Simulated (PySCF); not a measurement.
C2H6BFO2, SMILES OB(O)[C@H](F)C.

The structure is a stationary point at B3LYP-D3(BJ)/def2-SVP. The structure was generated by enumeration; whether it is a known compound was not checked. One conformer was computed; it need not be the lowest.

These are PBE/def2-TZVP run with PySCF values and carry that method's errors.

Gas-phase values at a fixed geometry.

| Property | Result |
|---|---|
| total energy | -354.82249 hartree |
| highest occupied level | -6.99 eV |
| lowest empty level | -0.46 eV |
| orbital gap | 6.53 eV |
| dipole moment | 2.76 D |
| quadrupole, principal values (traceless, Buckingham form, about the centre of nuclear charge) | -10.51, 1.94, 8.57 D·Å |
| mean static polarisability | 47.8 bohr³ (7.08 Å³) |
| polarisability, principal values | 40.8, 49.6, 53.0 bohr³ |
